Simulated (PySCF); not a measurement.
## Electronic structure of Li²⁺ (lithium, charge +2) at the UHF level

Configuration: 1s1, 2S determinant. All numbers are calculated (PySCF 2.14, no relativity, point nucleus, in aug-cc-pVDZ).

* Total energy: -4.449337 hartree
* One-electron energy: -4.4493 hartree
* Hartree (Coulomb) energy: 0.8352 hartree
* Exchange energy: -0.8352 hartree
* Kinetic energy: 3.67072 hartree
* ⟨S²⟩: 0.7500
* ⟨L²⟩: 0.000
* Sum of ⟨r⟩: 0.5641 bohr
* Sum of ⟨r²⟩: 0.4320 bohr²
* Density at the nucleus (Gaussians lack the cusp): 6.59 bohr⁻³
* Spin density at the nucleus: 6.59 bohr⁻³
* Langevin diamagnetic susceptibility: -0.342 ×10⁻⁶ cm³/mol
* Time after the integrals: 0.04 s of wall time on 1 thread of Neoverse-V1 (shared host)

| shell | electrons | mean orbital energy (hartree) | rms radius, mean of both spins (bohr) |
| --- | --- | --- | --- |
| 1s α | 1 | -4.44934 | 0.657 |
